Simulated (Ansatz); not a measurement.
Geometry optimisation, RKS PBE0-D4/6-31G* in Ansatz 0.2.0.

Input:

```yaml
crystal:
  periodic: [false, false, false]
  atoms:
    - { symbol: C, position_ang: [-0.0096, -1.7306, -0.0496] }
    - { symbol: C, position_ang: [0.583, -0.3166, 0.1186] }
    - { symbol: Al, position_ang: [1.9054, 0.0302, -1.3339] }
    - { symbol: Si, position_ang: [-0.6382, 1.0522, 0.0832] }
    - { symbol: "N", position_ang: [-1.9685, 0.6893, 1.2938] }
    - { symbol: Cl, position_ang: [0.1705, 2.9104, 0.5092] }
    - { symbol: H, position_ang: [-0.5685, -1.7428, -1.0286] }
    - { symbol: H, position_ang: [-0.7399, -1.8644, 0.7545] }
    - { symbol: H, position_ang: [0.7232, -2.4618, 0.0109] }
    - { symbol: H, position_ang: [1.1102, -0.2793, 1.1228] }
    - { symbol: H, position_ang: [3.1664, -0.9624, -1.4783] }
    - { symbol: H, position_ang: [1.7902, 1.2961, -2.2706] }
    - { symbol: H, position_ang: [-1.3836, 1.1165, -1.2605] }
    - { symbol: H, position_ang: [-2.89831, 0.55988, 0.76678] }
    - { symbol: H, position_ang: [-1.73932, -0.2678, 1.69322] }
basis:
  gaussian: { orbitals: "6-31G*" }
hamiltonian:
  xc: pbe0
  dispersion: d4
relax:
  f_tol: 0.015
  max_steps: 40
```

Launched with:

```bash
$ ansatz run input.yaml --threads 2 --pin off --max-ram 3072MiB --backend cpu --events-out ev --progress --plain --runs-dir out
```

Question: Where does it end, and by what steps?

Answer: The forces met the threshold. The force dipped under the threshold on the way, but the program's further checks kept it going. After 25 steps the energy has fallen by 1.033 eV; H11 moved furthest, 2.11 Å. Joined: Al3–Cl6.

```
step  energy less start (eV)  largest force component (eV/Å)  accepted
   0                  0.0000                           2.705       yes
   1                 -0.4229                           1.238       yes
   2                 -0.5394                           0.728       yes
   3                 -0.5976                           0.514       yes
   4                 -0.6545                           0.384       yes
   5                 -0.6900                           1.060       yes
   6                 -0.7172                           0.329       yes
   7                 -0.7378                           0.503       yes
   8                 -0.7585                           0.114       yes
   9                 -0.7701                           0.193       yes
  10                 -0.7852                           0.321       yes
  11                 -0.8055                           0.476       yes
  12                 -0.8446                           0.409       yes
  13                 -0.9126                           0.399       yes
  14                 -0.9734                           0.467       yes
  15                 -0.9682                           0.588        no
  16                 -1.0017                           0.321       yes
  17                 -1.0209                           0.095       yes
  18                 -1.0247                           0.052       yes
  19                 -1.0275                           0.063       yes
  20                 -1.0298                           0.103       yes
  21                 -1.0317                           0.090       yes
  22                 -1.0326                           0.055       yes
  23                 -1.0329                           0.033       yes
  24                 -1.0332                           0.012       yes
  25                 -1.0333                           0.013       yes
```

```xyz
15
Properties=species:S:1:pos:R:3
C -0.020 -1.986 -0.524
C 0.414 -0.633 0.058
Al 1.855 0.399 -0.904
Si -0.882 0.665 0.057
N -1.844 0.888 1.447
Cl 0.453 2.384 -0.294
H -0.384 -1.877 -1.553
H -0.816 -2.469 0.057
H 0.820 -2.689 -0.560
H 0.778 -0.749 1.092
H 3.229 0.672 -0.139
H 1.768 0.406 -2.499
H -1.768 0.740 -1.127
H -2.641 1.510 1.446
H -1.458 0.768 2.374
```

Whether the end is a true minimum wasn't checked by a vibrational analysis.

Time of the run: 2.7 min on 2 threads of Arm Neoverse V1 (shared host), peak memory 0.33 GiB.
